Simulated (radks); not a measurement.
Task: Radial electron density D(r) = 4 pi r^2 rho(r) of an atom or ion with 54 electrons. Calculated with a radial shooting solver on a logarithmic mesh with Libxc functionals: Dirac Kohn-Sham, PBE, spin-unpolarised, spherical densities, finite nucleus; Fermi nuclear charge, rms radius of each element as measured or else 0.836 A^(1/3) + 0.57 fm.

r (bohr)  D(r) (e/bohr)
0.002428          11.84
0.003265          18.37
0.004389          27.57
0.005901          39.57
0.007871          53.14
0.01058           66.69
0.01423           75.90
0.01913           77.23
0.02572           71.73
0.03457           68.23
0.04648           77.29
0.062             94.36
0.08336           98.56
0.1121            81.67
0.1507            74.21
0.2026            85.88
0.2724            71.70
0.3662            37.10
0.4884            32.59
0.6566            34.50
0.8828            18.90
1.187             9.360
1.596             6.368
2.146             2.696
2.885            0.8699
3.847            0.2802
5.173           0.03564
6.954         0.0009620

What is the nuclear charge?

Result: Z = 58. The innermost maximum, from 1s, lies near gamma/Z bohr with gamma = sqrt(1 - (Z/c)^2) = 0.906, here 0.0156 bohr (found: 0.0172), and its height grows with Z. The density is that of the cerium ion Ce4+ in [Kr] 4d10 5s1 5p6 6s1; the configuration itself is not fixed sharply by these data, and Z only to a few units. D(r) has 4 maxima, at r = 0.0172, 0.0757, 0.214, 0.592 bohr, and minima at 0.0332, 0.141, 0.433 bohr, inside which lie 2.01, 11.23, 28.93 electrons.
